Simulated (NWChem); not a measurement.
**Total energies of H$_{4}$AsSi**

SMILES: [SiH3][AsH]
```xyz
6

Si    -1.4415    -0.5646     0.0448
As     0.7455     0.3405    -0.0258
H     -1.6489    -1.3550     1.2985
H     -2.4329     0.5523     0.0081
H     -1.6806    -1.4619    -1.1289
H      1.3421    -1.0680     0.0454
```
Charge 0, spin multiplicity 2.

The numbers come from NWChem runs, not from measurements. The geometry was optimised at UPBE0/def2-SVP, a minimum by its harmonic frequencies.

Basis set: def2-SVP (70 functions).

| method | total energy (Ha) | relative cost |
|---|---|---|
| UHF | -2525.07907 | 1 |
| UMP2 | -2525.39907 | under 3 |
| UB2PLYP | -2526.85330 | under 3 |
| UPBE | -2526.87533 | under 3 |
| UB3LYP | -2527.43948 | under 3 |
| ULC-wPBE (omega 0.3 per bohr) | -2526.94084 | under 3 |

Total energies of different functionals aren't comparable as a measure of quality: only differences taken within one method are. Costs are rough ratios of processor time within this set of runs, SCF included, with UHF as 1.

The Hamiltonian is non-relativistic. The correlated methods keep 14 core orbitals frozen. B3LYP has NWChem's definition, with VWN1-RPA local correlation. GW and range-separated runs recompute their integrals, the others keep them in memory, which bears on the times. The structure started from a generated list of species. No SCF solution was tested for a lower state. Open-shell Hartree-Fock references start from PBE0 orbitals; any time given for them includes that run.
